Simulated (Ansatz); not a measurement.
Cl3Te (SMILES Cl[Te+](Cl)Cl), charge +1, singlet, at a GFN2-xTB geometry (core potentials on Te). Base run: Ansatz (a first-principles code) with B3LYP/def2-SV(P).

Input for Ansatz:
Ansatz 0.2 input:
```yaml
crystal:
  periodic: [false, false, false]
  atoms:
    - {symbol: Te, position_ang: [0.08225096, 0.43564390, 0.27167275]}
    - {symbol: Cl, position_ang: [1.90482649, -0.61409172, -0.60663619]}
    - {symbol: Cl, position_ang: [-0.91590711, -1.30425174, 1.35407593]}
    - {symbol: Cl, position_ang: [-1.24051054, 0.58578566, -1.57843873]}
basis:
  gaussian:
    orbitals: def2-SV_P_.json
hamiltonian:
  xc: b3lyp
total_charge: 1
```
The basis file holds def2-SV(P) in the JSON format of the Basis Set Exchange.

Each row names what was changed in the base input (with any setting that the change needs).

| change | ΔE vs base (eV) |
|---|---|
| base | 0.00 |
| occupation = up:A':23 A'':14 down:A':23 A'':14 | 0.00 |
| occupation = up:A':24 A'':13 down:A':24 A'':13 | 11.30 |
| occupation = up:A':22 A'':15 down:A':22 A'':15 | 10.43 |
| symmetry_tolerance_ang = 0.01 | 0.00 |
